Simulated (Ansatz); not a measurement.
## Abstraction of Cl: C2H5Cl2In + C2H3O → C2H5ClIn + C2H3ClO

Species: C2H5Cl2In `C[CH2][In]([Cl])[Cl]`, singlet; C2H3O (acetyl radical) `C[C]=O`, doublet; C2H5ClIn `C[CH2][In][Cl]`, doublet; C2H3ClO (acetyl chloride) `CC(=O)Cl`, singlet. A radical takes Cl: the energy is the difference in strength between the In–Cl bond broken and the C–Cl bond made.

Shapes, held fixed at every level: PBE0-D4/def2-TZVP. Flexible molecules stand in one conformer, not always the lowest. Programs: Ansatz 0.2.0. Electronic energies: no zero-point or thermal term.

| level | kind | ΔE (kJ/mol) | less CCSD(T)/def2-TZVPP | CPU time (sum over the molecules) |
| --- | --- | --- | --- | --- |
| B3LYP-D4/def2-TZVPP | global hybrid | +9.7 | -21.2 | 83 s |
| PBE0-D4/def2-TZVPP | global hybrid | +14.1 | -16.8 | 61 s |
| wB97M-V/def2-TZVPP | range-separated hybrid | +27.0 | -3.9 | 2.7 min |
| wB97X-V/def2-TZVPP | range-separated hybrid | +36.3 | +5.4 | 2.5 min |
| B2PLYP/def2-TZVPP | double hybrid | +22.8 | -8.1 | 82 s |
| CCSD/def2-TZVPP | coupled cluster or CI | +35.2 | +4.3 | – |
| CCSD(T)/def2-TZVPP | coupled cluster or CI | +30.9 | 0.0 | 3.5 min |

The highest level, CCSD(T)/def2-TZVPP, gives ΔE = +30.9 kJ/mol; the levels span +9.7 to +36.3. The column of differences is taken from that level and isn't an error. No measured value is set beside it here. Spin contamination: C2H5ClIn (⟨S²⟩ up to 0.80). Open shells run unrestricted. For atoms past krypton def2 sets carry core potentials with scalar relativity. Outer-core shells of In are correlated, in sets that cover them unevenly. Times are processor times on shared x86 and Arm servers, and rough.
